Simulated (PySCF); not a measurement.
Cl₂GaHSe. Atoms are numbered in the order given.

```xyz
5

Ga     0.0018     0.4295     0.0000
Cl     1.8132     1.5564     0.0000
Cl    -1.8426     1.5082     0.0000
Se     0.0547    -1.8675     0.0000
H     -1.4166    -1.9192     0.0000
```

Coordinates come from a PBE0-D3(BJ)/def2-SVP optimisation. The structure was generated by enumeration; whether it is a known compound was not checked. The values are those of a single conformer.

Calculation: HF/def2-TZVP (PySCF).

The molecule is in vacuum.

Problem. Estimate the frontier levels, gap, dipole moment and polarisability. (Estimate from the structure and the level; the computed values follow.)

Solution. 
The highest occupied level is -10.49 eV and the lowest empty level is 1.60 eV. The orbital gap comes out as 12.09 eV, the dipole moment is 1.58 D and the quadrupole, principal values (traceless, Buckingham form, about the centre of nuclear charge) is -4.89, 0.27, 4.62 D·Å. The mean static polarisability is 71.0 bohr³ (10.52 Å³) and the polarisability, principal values comes out as 51.6, 75.5, 85.9 bohr³.
